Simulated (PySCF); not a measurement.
## Zirconium: a sound run and one with changed settings

Sound run: Zr²⁺ [Kr] 4d2, Zr³⁺ [Kr] 4d1. Calculation: PySCF 2.14, in def2-SVP with the def2 core potential (28 electrons); a scalar-relativistic core potential. The sound run starts from symmetry-adapted Hartree-Fock orbitals and uses a fine grid where one is needed.

Changed run: basis STO-3G, all-electron and non-relativistic. This setting is unsound on purpose.

| species | method | sound run (hartree) | changed run (hartree) | converged |
| --- | --- | --- | --- | --- |
| Zr²⁺ | UHF | -45.78885 | -3502.52997 | yes |
| Zr²⁺ | TPSS | -46.15665 | -3503.85313 | yes |
| Zr²⁺ | M06-2X | -46.06557 | -3504.06738 | yes |
| Zr³⁺ | UHF | -44.96303 | -3501.75322 | yes |
| Zr³⁺ | TPSS | -45.29863 | -3503.03793 | yes |
| Zr³⁺ | M06-2X | -45.21530 | -3503.26277 | yes |

Ionisation energy of Zr²⁺:

```csv
method,sound run (eV),changed run (eV)
UHF,22.472,21.136
TPSS,23.348,22.183
M06-2X,23.137,21.894
```

A minimal basis cannot let orbitals breathe on ionisation and holds almost no correlation. The Hamiltonian changed with the basis, so the totals do not compare.

For comparison, NIST gives 23.170 eV between the lowest levels.
